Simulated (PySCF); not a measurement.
Assigning NMR signals

Cartesian coordinates in Å; atom numbers follow the order of the lines, from 1:
```xyz
20

C    -2.474   -0.179    0.540
C    -1.468    0.108   -0.270
C    -1.327    1.366   -1.056
P    -0.091   -1.083   -0.469
O     0.541   -1.063   -1.798
O    -0.753   -2.526   -0.167
C     0.951   -0.892    1.002
C     1.946   -0.025    1.121
C     2.385    0.920    0.061
H    -3.302    0.498    0.683
H    -2.507   -1.109    1.082
H    -0.589    2.017   -0.588
H    -2.273    1.899   -1.122
H    -0.969    1.127   -2.057
H    -0.764   -3.009   -0.996
H     0.670   -1.543    1.818
H     2.506    0.017    2.049
H     1.849    0.731   -0.863
H     2.209    1.948    0.381
H     3.454    0.810   -0.114
```

- σ from GIAO-PBE0/pcSseg-1
- geometry from GFN2-xTB
- program: PySCF
- no solvent, single conformer, no relativistic terms, fast rotation and ring inversion assumed for equivalent nuclei

δ = σ(ref) − σ, references computed at the same level: TMS for ¹³C (σ = 186.93 ppm), ¹H (σ = 31.72 ppm).

(1) Assign these signals to the numbered atoms. ¹³C{¹H} NMR (computed): δ 155.2 (C), 154.0 (CH), 133.7 (CH), 131.1 (CH2), 20.9 (CH3), 20.7 (CH3).

(2) Assign these signals to the numbered atoms. ¹H NMR (300 MHz, computed): δ 6.75 (m, 1H), 5.99 (m, 1H), 5.97 (m, 1H), 5.94 (m, 1H), 2.35 (br s, 1H), 2.31 (d, 3H), 2.20 (m, 3H).

Results:

(1) 
```tsv
δ (ppm)	atoms	environment	reason
155.2	C2	fully substituted alkene carbon	as expected for a trigonal carbon in a double bond
154.0	C8	alkene CH	as expected for a trigonal carbon in a double bond
133.7	C7	alkene CH	–
131.1	C1	terminal =CH2 carbon	an sp2 carbon of a C=C bond
20.9	C3	allylic methyl carbon	saturated and bonded to C and H only
20.7	C9	allylic methyl carbon	–
```

C2 and C8; C3 and C9 lie closer than the usual error of such a calculation, so a measured spectrum could show them in the other order.

(2) 
6.75 → H17, hydrogen on an alkene CH: attached to an sp2 carbon and in the plane of the double bond
5.99 → H16, hydrogen on an alkene CH
5.97 → H10, hydrogen on a terminal =CH2 carbon: olefinic region
5.94 → H11, hydrogen on a terminal =CH2 carbon
2.35 → H15, hydrogen on an oxygen bonded to P: exchangeable, gas-phase position
2.31 → H18/H19/H20, hydrogen on an allylic methyl carbon: allylic position
2.20 → H12/H13/H14, hydrogen on an allylic methyl carbon

H16 and H10; H10 and H11; H15 and H18/H19/H20; H18/H19/H20 and H12/H13/H14 lie closer than the usual error of such a calculation, so a measured spectrum could show them in the other order.

OH and NH positions are those of a molecule without intermolecular hydrogen bonds; in solution they move with solvent, concentration and temperature, and exchange usually removes their couplings. Splittings by ³¹P in the carbon and heteronuclear signals aren't shown, as no couplings were computed. Shifts are as computed. Against solution values, carbons near 30 ppm lie about +3 ppm off and those near 130 ppm about +5 ppm. Of 1211 compounds with measured shifts, 218 miss one by over three times the rms of a fit or turn the order of signals round; such compounds aren't used in these exercises. Multiplicities follow the n + 1 count of equivalent neighbours, as no J values were calculated; m marks all less simple cases, F and P coupling included.
